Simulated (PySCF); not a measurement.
## Excitation energy of Zr⁺ by level of theory

Zr⁺ [Kr] 4d2 5s1 (4F) → Zr⁺ [Kr] 4d1 5s1 5p1 (high-spin determinant), as a difference of total energies. All numbers are calculated (PySCF 2.14, a scalar-relativistic core potential, in aug-cc-pVDZ-PP with ECP28MDF (5s5p4d2f, 54 functions)). Correlated levels: valence: 4s2 4p6 frozen. The calculations carry no spin-orbit coupling.

| method | excitation energy (cm⁻¹) |
| --- | --- |
| UHF | 34262 |
| MP2 (valence) | 34414 |
| SCS-MP2 (valence) | 34313 |
| CCSD (valence) | 32065 |
| CCSD(T) (valence) | 31140 |

The coupled-cluster amplitudes are large for the upper state (T1 above 0.03 or a double amplitude above 0.15), so a single reference is strained.

The determinant of the upper state mixes LS terms, which raises its energy above the lowest term, most at the Hartree-Fock and MP2 levels.
